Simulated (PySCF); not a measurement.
Write Cartesian coordinates for `C(=C)C[N@H+]([AlH3-])C` as optimised with PBE0-D3(BJ)/def2-SVP.

```xyz
18
C4H12AlN angstrom
C      2.8901    0.1129    0.2968
C      1.7414   -0.5371    0.4881
C      0.4661    0.1382    0.8874
N     -0.5784    0.1272   -0.1613
C     -1.1043   -1.2073   -0.4683
Al    -2.0948    1.4370    0.3354
H      2.9596    1.1972    0.4353
H      3.8044   -0.4113    0.0069
H      1.7153   -1.6251    0.3533
H      0.0228   -0.3361    1.7782
H      0.6575    1.1910    1.1454
H     -0.1654    0.5185   -1.0118
H     -0.3211   -1.8974   -0.8180
H     -1.8796   -1.1182   -1.2408
H     -1.5710   -1.6196    0.4377
H     -1.2400    2.7981    0.4351
H     -3.0517    1.2564   -0.9465
H     -2.5752    0.7687    1.7189
```

Orientation and origin are arbitrary. Atoms count from 1 in this order. Al6 (aluminium bonded to N and 3 H) is distorted tetrahedral (angles from 99.3° to 117.4°). N4 (nitrogen bonded to Al, 2 C and H) is distorted tetrahedral (angles from 104.7° to 114.1°). The 2 C–C bonds span 1.334 Å (C1=C2, drawn double) to 1.497 Å (C2–C3, drawn single), a spread of 0.163 Å. Of the pairs four or more bonds apart, C2···H13 is among the closest relative to their van der Waals radii: 2.79 Å, 96 % of the sum of Bondi's values.

Bonds between heavy atoms (Å): C1=C2 1.334, C2–C3 1.497, C3–N4 1.480, N4–C5 1.467, N4–Al6 2.064.

The calculation used PySCF, PBE0-D3(BJ)/def2-SVP geometry optimisation, gas phase.

Point group: C1 (no symmetry element, even within 0.4 Å). Not checked by PBE0-D3(BJ)/def2-SVP frequencies. One conformer, not necessarily the lowest (C1–C2–C3–N4 112°, C2–C3–N4–C5 67°).
